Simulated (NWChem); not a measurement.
BNH₅ cation; SMILES B[NH3+]

All runs: NWChem. Pople sets run with spherical d functions. Coordinates come from a PBE-D3(BJ)/def2-SVP optimisation. Vertical excitations in the gas phase; the lowest state need not have the same character in each row.

For level PBE/6-31G*, full TDDFT:

```
Property                                  Value
----------------------------------------  -----
lowest excitation, singlet (eV)            5.91
lowest state with f > 0.02, singlet (eV)   7.79
lowest triplet (eV)                        4.97
orbital gap (eV)                           5.71
```

Task: Estimate the same quantities for level LRC-wPBEh/6-31G*, full TDDFT.

Result: 
| Quantity | Result |
|---|---|
| lowest excitation, singlet (eV) | 6.15 |
| lowest state with f > 0.02, singlet (eV) | 8.19 |
| lowest triplet (eV) | 5.19 |
| orbital gap (eV) | 12.12 |
